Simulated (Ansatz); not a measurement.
A geometry relaxed with CAM-B3LYP-D3(BJ)/def2-TZVP in Ansatz (a first-principles code), charge 0, multiplicity 1:

```xyz
5

H     -0.8667    -0.5953    -1.1103
Ge     0.0000     0.0000     0.0000
H     -0.7271    -0.1294     1.3389
H      1.3297    -0.7521     0.0673
H      0.2641     1.4768    -0.2960
```

Q: Write the SMILES of this molecule.

A: `[GeH4]`
